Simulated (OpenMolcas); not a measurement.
## S+: effect of the IPEA shift

| Quantity | Value |
| --- | --- |
| Program | OpenMolcas 26.06 |
| Basis | ANO-R1 [4s3p1d] |
| Scalar Hamiltonian | X2C, finite nucleus |
| Active space | 3 electrons in 3 orbitals (3p) |
| State averaging | 2S+1 = 4 odd, 1 root; 2S+1 = 2 odd, 8 roots |
| Spin-orbit coupling | RASSI with atomic mean-field integrals over the reference wave functions, term energies averaged over their components |

Methods on the same reference wave functions:
A. CASSCF
B. SS-CASPT2, IPEA 0 Eh, imaginary shift 0.1 Eh (closed shells correlated: 2s 2p 3s)
C. SS-CASPT2, IPEA 0.25 Eh, imaginary shift 0.1 Eh (closed shells correlated: 2s 2p 3s)

Energies in cm-1 above 3s2 3p3 4S* 3/2, the measured ground level; measured values from NIST Handbook of Basic Atomic Spectroscopic Data.

```csv
Level,A,B,C,Measured
3s2 3p3 4S* 3/2,0.0,0.0,0.0,0.0
3s2 3p3 2D* 3/2,19111,17680,17290,14853
3s2 3p3 2D* 5/2,19130,17700,17310,14885
3s2 3p3 2P* 1/2,31769,28480,28010,24525
3s2 3p3 2P* 3/2,31794,28510,28040,24572
```

Deviations, from unrounded energies. A percentage is the sum of absolute deviations over the sum of measured energies, with the sign that they share, or ± where signs differ.

| Against measurement | Levels | A | B | C |
| --- | --- | --- | --- | --- |
| mean absolute deviation (cm-1) | 4 | 5700 | 3400 | 3000 |
| other terms of the ground configuration (%) | 4 | +29.1 | +17.2 | +15.0 |

C lies closest to measurement on these levels and A furthest from it. The largest miss of C in the table is 3s2 3p3 2P* 1/2, by +3500 cm-1. The ranking rests on the paired levels alone, and a cruder setting can come out closer through cancelling errors.

Between B and C the level of the table that moves most is 3s2 3p3 2P* 1/2, by 470 cm-1 (lowest in C, highest in B). Moves below CASPT2's spread within the term are not significant.

From A to B the spin-free energies of the other terms of 3s2 3p3 shown, above 4S*, scale by factors of 0.90 to 0.93.

The lowest spin-free term lies below A's lowest term by 0.088 hartree in B, 0.076 hartree in C.

Term energies are means over components that CASPT2 splits; among the terms shown or strongly mixed into the levels shown the widest spread is 190 cm-1 (3s2 3p3 2D*, C). With the s shell closed, the reference lacks s² → p² mixing. Without dynamic correlation excited terms often stand tens of per cent too high (terms of higher spin than the ground term too low), and those without a measured partner can miss by more than the paired ones (holds for A). Some terms miss by over 15 % even with CASPT2, which points to a basis or an active space too small for the shells correlated (holds for B; C). Measured partners are found by configuration, term and J. A level has none where our copy of the source lacks it or the pairing is in doubt (some pairs that miss far off the trend of their configuration count as doubtful), and it then counts in no deviation. Levels of configurations outside the active space are missing.

* marks odd parity.
